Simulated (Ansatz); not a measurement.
Pulling on the Al1–H2 bond in AlF2H (SMILES [F][AlH][F]) (multiplicity 1 held, fragments rigid). Energies count from the point at 1.553 Å.
Geometry at that point (charge 0, multiplicity 1):
```xyz
4

Al    -0.2974    -0.2000    -0.2345
H     -1.3759    -0.9255    -1.0852
F     -0.2200     1.4416    -0.1846
F      0.8024    -1.0499     0.6440
```

Signs of static correlation in cc-pV(D+d)Z, with CASSCF(2,2), from Ansatz (an electronic-structure program) runs.

| R (Å) | T1 of restricted CCSD | ⟨S²⟩ of UHF | largest double amplitude of restricted CCSD | weight of the CASSCF reference in MRCISD | CASSCF natural occupations |
|---|---|---|---|---|---|
| 1.243 | 0.014 | 0.000 | 0.025 | 0.922 | 1.99 0.01 |
| 1.398 | 0.014 | 0.000 | 0.030 | 0.922 | 1.98 0.02 |
| 1.553 | 0.014 | 0.000 | 0.035 | 0.922 | 1.98 0.02 |
| 1.709 | 0.015 | 0.000 | 0.048 | 0.922 | 1.97 0.03 |
| 1.864 | 0.015 | 0.000 | 0.067 | 0.923 | 1.96 0.04 |
| 2.097 | 0.016 | 0.000 | 0.108 | 0.923 | 1.93 0.07 |
| 2.330 | 0.017 | 0.272 | 0.165 | 0.924 | 1.88 0.12 |
| 2.719 | 0.021 | 0.730 | 0.288 | 0.925 | 1.75 0.25 |
| 3.107 | 0.028 | 0.900 | ___ | 0.925 | 1.57 0.43 |
| 3.573 | 0.037 | 0.971 | ___ | 0.925 | 1.35 0.65 |
| 4.194 | 0.044 | 0.995 | 0.793 | 0.925 | 1.16 0.84 |
| 4.971 | 0.045 | 1.001 | 0.901 | 0.925 | 1.06 0.94 |

### Question
Some entries are withheld; supply them.

### Answer

- 3.107, largest double amplitude of restricted CCSD: 0.436
- 3.573, largest double amplitude of restricted CCSD: 0.616

Doubts at one or more of the structures used: a restricted determinant that unrestricted orbitals would lower (R-CCSD(T)/cc-pV(D+d)Z); other coupled-cluster roots lie near (R-CCSD(T)/cc-pV(D+d)Z); a spin-contaminated determinant (U-CCSD(T)/cc-pV(D+d)Z); T1 above 0.05 (U-CCSD(T)/cc-pV(D+d)Z).
